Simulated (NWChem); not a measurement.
Molecule: AlSiH$_{5}$O; SMILES [SiH3][O][AlH2]

```xyz
8

Al     0.0018    -1.8017     0.0010
H     -1.3954    -2.5463     0.0002
H      1.3964    -2.5511     0.0003
O      0.0059    -0.0979     0.0026
Si     0.0002     1.5444     0.0006
H      0.3812     2.0644     1.3426
H     -1.3504     2.0720    -0.3387
H      0.9683     2.0705    -1.0009
```
Atoms are numbered in this order, from 1.

Program: NWChem. Pople sets run with spherical d functions. STO-3G and 3-21G are far too small for this property and stand as cheap habits. Structure relaxed at the B3LYP/6-31G* (spherical d) level. GIAO values for the isolated, static molecule; σ is the absolute isotropic shielding, δ = σ(reference) − σ with the isolated reference molecule computed at the same levels (1H: tetramethylsilane, 17O: water, 29Si: tetramethylsilane).

**Question.** Order these runs by computing time, cheapest first, and give rough ratios: B3LYP/6-311G**; Hartree-Fock/STO-3G; Hartree-Fock/6-31G*.

**Answer.** Hartree-Fock/STO-3G (1), Hartree-Fock/6-31G* (6), B3LYP/6-311G** (20). Ratios are rough, from one shared machine; the cheapest took around 7 core-seconds (rough). What differs between the cheapest and the dearest: σ Al1 (ppm) 454.2 → 385.1; δ H2 (ppm) 2.23 → 5.02; δ H3 (ppm) 2.24 → 5.02; δ O4 (ppm) -153.3 → 68.9.
